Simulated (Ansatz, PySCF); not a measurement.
Gas-phase reaction (SMILES): CNC [N-methylmethanamine] -> [CH2]NC + H atom; the C-H bond at the site shown breaks (other sites are not compared here).

Each molecule is optimised on its own at B3LYP-D3(BJ)/def2-TZVP (Ansatz, a quantum-chemistry and plane-wave program), one conformer each, not searched for the lowest. Cores are frozen in the correlated levels unless marked. UHF or UKS for open shells. Spin-orbit coupling is left out. No relativistic terms. CBS(X,Y): correlation extrapolated as X^-3; Hartree-Fock from the larger set. [CCSD(T)-MP2]/basis is that difference in the basis named. Thermal terms are rigid-rotor harmonic-oscillator values from B3LYP-D3(BJ) frequencies (PySCF) at 298.15 K and 1 atm. 1 Eh = 627.5095 kcal/mol. Atoms have translation alone. Electronic entropy comes from spin alone.

```tsv
species	E, RI-MP2/CBS(cc-pVTZ,cc-pVQZ)+[CCSD(T)-MP2]/cc-pVTZ (Ansatz) (Eh)	E, B3LYP-D3(BJ)/def2-TZVPD (Ansatz + dftd3) (Eh)	H - E (Eh)	G - E (Eh)
CNC	-135.00022	-135.23146	0.09743	0.06661
[CH2]NC	-134.34037	-134.57604	0.08386	0.05236
H atom	-0.49995	-0.50215	0.00236	-0.01065
```

Question: Work out ΔE and ΔH, ΔG, ΔS and the equilibrium constant at 298.15 K at the first level, then ΔH at the second.

Answer: 
1. ΔE = [(-134.34037) + (-0.49995)] - [(-135.00022)] = 0.15990 Eh = 100.3 kcal/mol at RI-MP2/CBS(cc-pVTZ,cc-pVQZ)+[CCSD(T)-MP2]/cc-pVTZ.
2. The terms H - E add up to -0.01121 Eh, so ΔH = (0.15990 + (-0.01121))×627.5095 = 93.3 kcal/mol.
3. The terms G - E add up to -0.02490 Eh, so ΔG = 84.7 kcal/mol, and ΔS = (-0.01121 - (-0.02490))×627509.5/298.15 = 28.8 cal/(mol K).
4. log10 K = -ΔG/(RT ln 10) = -62.1, with RT ln 10 = 1.3642 kcal/mol.
5. With ΔH and ΔS taken as constant, ΔG changes sign near ΔH/ΔS = 3240 K, a rough figure that leaves out heat capacities.
6. At B3LYP-D3(BJ)/def2-TZVPD the same steps give ΔE = 96.2 and ΔH = 89.1 kcal/mol, a shift of -4.2 from the first level.
7. These values are not checked against measurement here, since the tables used lack a sound gas-phase enthalpy of formation for at least one species.
